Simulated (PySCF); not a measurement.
# Electric field gradients and quadrupole coupling constants

Compound: C₅H₈ClF₃Si.
Cartesian coordinates in Å at the GFN2-xTB level; atoms count from 1:
```
atom  x, y, z in Å
F1    -2.624   -1.349   -0.034
Si2   -1.334   -1.167    0.916
C3    -0.269    0.147    0.031
C4    -1.090    1.394   -0.223
F5    -0.355    2.381   -0.800
F6    -1.545    1.915    0.947
C7     0.483   -0.355   -1.223
C8     1.801   -0.294   -0.445
Cl9    2.413   -1.899    0.012
C10    1.092    0.425    0.705
H11   -1.827   -0.675    2.189
H12   -0.656   -2.448    0.907
H13   -1.962    1.213   -0.870
H14    0.459    0.354   -2.050
H15    0.201   -1.339   -1.592
H16    2.628    0.231   -0.920
H17    1.235   -0.013    1.690
H18    1.340    1.484    0.749
```

Field gradients from the PBE0/pcSseg-1 density (PySCF, non-relativistic), principal values in atomic units, ordered |Vxx| ≤ |Vyy| ≤ |Vzz|:

| atom | Vxx | Vyy | Vzz |
| --- | --- | --- | --- |
| Cl9 | -1.9094 | -1.9291 | 3.8386 |

Question: Find the asymmetry η = (Vxx − Vyy)/Vzz and the couplings χ = eQV/h (234.96 MHz × Q in barn × V in au), with Q(35Cl) = −0.0817 b.

Answer: 
```tsv
atom	environment	nucleus	η	χzz (MHz)	χxx (MHz)	χyy (MHz)
Cl9	alkyl chlorine	35Cl	0.01	-73.69	36.65	37.03
```

The gradient is axial or nearly so (η below 0.05) at Cl9. The tensor is traceless: Vxx + Vyy + Vzz = 0.

Question: What is Vzz at Cl9 in SI units (1 au = 9.71736 × 10²¹ V/m²)?

Answer: 3.8386 au = 37.301 × 10²¹ V/m².

Question: What couplings would deuterons (Q(2H) = 0.00286 b) have in place of the hydrogens, at this geometry?

Answer: 
| atom | bonded to | bond length (Å) | Vzz (au) | η | χzz (kHz) |
| --- | --- | --- | --- | --- | --- |
| H11 | Si2 | 1.451 | 0.1668 | 0.03 | 112 |
| H12 | Si2 | 1.449 | 0.1666 | 0.01 | 112 |
| H13 | C4 | 1.100 | 0.2669 | 0.04 | 179 |
| H14 | C7 | 1.089 | 0.3051 | 0.02 | 205 |
| H15 | C7 | 1.088 | 0.3078 | 0.01 | 207 |
| H16 | C8 | 1.089 | 0.3017 | 0.05 | 203 |
| H17 | C10 | 1.087 | 0.3107 | 0.02 | 209 |
| H18 | C10 | 1.089 | 0.3052 | 0.01 | 205 |

Geometry: GFN2-xTB, one conformer, isolated molecule. GFN2-xTB bond lengths can be off by several hundredths of an ångström, more for odd bonds, and the gradients follow them. These gradients aren't converged with respect to the basis.
